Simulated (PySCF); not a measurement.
**Spinor energies of Yb³⁹⁺ (ytterbium, charge +39)**

Start: [Ar] 3d10 4s2 4p1; 4p3/2 filled at m_j = +3/2. Calculated with PySCF 2.14 in an even-tempered Gaussian basis (16 s from 4.6 bohr⁻², ratio 2.8; 13 p from 5.9 bohr⁻², ratio 2.8; 8 d from 11 bohr⁻², ratio 2.8; 4 f from 25 bohr⁻², ratio 3): generalised Hartree-Fock with the X2C-1e Hamiltonian and a Gaussian nucleus; one run each with spin-orbit coupling (SO) screened by Boettger's factors, then bare. This is a chosen level, not necessarily the ground level.

| spinor shell | electrons | ε, screened SO (eV) | ε, bare SO (eV) | weight of nominal j (bare SO) | rms radius, bare SO (bohr) |
| --- | --- | --- | --- | --- | --- |
| 1s1/2 | 2 | -63424.8 | -63423.8 | 1.000 | 0.0223 |
| 2s1/2 | 2 | -12335.1 | -12334.8 | 1.000 | 0.0899 |
| 2p1/2 | 2 | -11832.3 | -11858.0 | 1.000 | 0.0765 |
| 2p3/2 | 4 | -10777.5 | -10768.7 | 1.000 | 0.0837 |
| 3s1/2 | 2 | -4115.6 | -4115.5 | 1.000 | 0.228 |
| 3p1/2 | 2 | -3895.5 | -3901.2 | 1.000 | 0.219 |
| 3p3/2 | 4 | -3659.2 | -3657.3 | 1.000 | 0.233 |
| 3d3/2 | 4 | -3301.6 | -3306.9 | 1.000 | 0.204 |
| 3d5/2 | 6 | -3250.2 | -3246.9 | 1.000 | 0.208 |
| 4s1/2 | 2 | -1915.4 | -1915.4 | 1.000 | 0.481 |
| 4p3/2 | 1 | -1767.2 | -1766.6 | 1.000 | 0.488 |

```tsv
quantity	screened SO	bare SO
E (hartree)	-13115.44514	-13116.28310
M_J	3/2	3/2
⟨J²⟩	3.751	3.751
⟨L²⟩	2.046	2.050
⟨S²⟩	0.795	0.799
```

Each row is a mean over spinors that exchange with the open shell spreads, by up to 11.888 eV (4s1/2).

Breit and QED terms are absent; they matter most for the inner s and p1/2 levels.

Densities and radii are taken from the X2C orbitals without a picture-change correction, which distorts them close to the nucleus.
